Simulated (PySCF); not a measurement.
Electron correlation in Ho⁺ (holmium, charge +1)

Starting occupation: [Xe] 4f11 6s1, 4f5/2 with m_j = -5/2, -3/2, -1/2, +1/2, +3/2, +5/2, 4f7/2 with m_j = -1/2, +1/2, +3/2, +5/2, +7/2, 6s1/2 with m_j = +1/2. All numbers are calculated (PySCF 2.14, X2C-1e with screened-nucleus spin-orbit coupling, Gaussian nucleus, in x2c-TZVPPall-2c). Frozen: [Ar] 3d10; 38 electrons correlated; the 18 highest virtual spinors left out.

MP2 pair energies summed by pair of shells (mhartree):

```
 pair   energy  share (%)
4f-4f  -422.01       24.1
4d-4f  -338.93       19.4
4f-5p  -250.95       14.4
5p-5p  -122.29        7.0
4d-4d  -121.59        7.0
4d-4p   -87.80        5.0
4f-4p   -81.26        4.6
4d-5p   -70.88        4.1
4f-5s   -53.38        3.1
5p-5s   -33.39        1.9
4d-5s   -26.67        1.5
4d-4s   -22.26        1.3
4p-4p   -21.19        1.2
4f-4s   -19.42        1.1
5p-6s   -19.19        1.1
4p-5p   -12.54        0.7
4p-4s   -11.86        0.7
4f-6s   -11.10        0.6
4p-5s    -6.57        0.4
5s-5s    -6.17        0.4
4s-5p    -2.17        0.1
4s-4s    -1.86        0.1
4d-6s    -1.70        0.1
5s-6s    -1.02        0.1
4s-5s    -0.94        0.1
4p-6s    -0.31        0.0
4s-6s    -0.04        0.0
```

Total MP2 correlation energy: -1747.5 mhartree.

The GHF reference relaxed away from the jj start to a determinant that is no pure jj level (⟨S²⟩ = 6.01, ⟨J²⟩ = 72.01); the energies belong to that determinant.

This basis was not built for core-valence correlation, so the inner-shell part is incomplete.
